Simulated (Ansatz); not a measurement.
Ansatz results at the PBE0-D4/def2-TZVP geometry: LUMO energy (B3LYP/def2-TZVPP) -0.86 eV; HOMO–LUMO gap (PBE/def2-TZVPP) 5.11 eV; HOMO energy (B3LYP/def2-TZVPP) -7.63 eV.

Each molecule was computed in one conformer, which needn't be the lowest.

**Question.** Which molecule gave them?
A. `[CH3][AlH][O][SiH2]C`
B. `[CH3][AlH][O]C[SiH3]`
C. `FBOCS`
D. `C[SiH2][Al]([CH3])[OH]`

**Answer.** A. The others give `C[SiH2][Al]([CH3])[OH]`: -1.12, 4.20, -6.81; `FBOCS`: -0.33, 5.18, -7.27; `[CH3][AlH][O]C[SiH3]`: -0.81, 4.81, -7.31.

B3LYP here is the variant with VWN-RPA as its local correlation; programs differ in this.
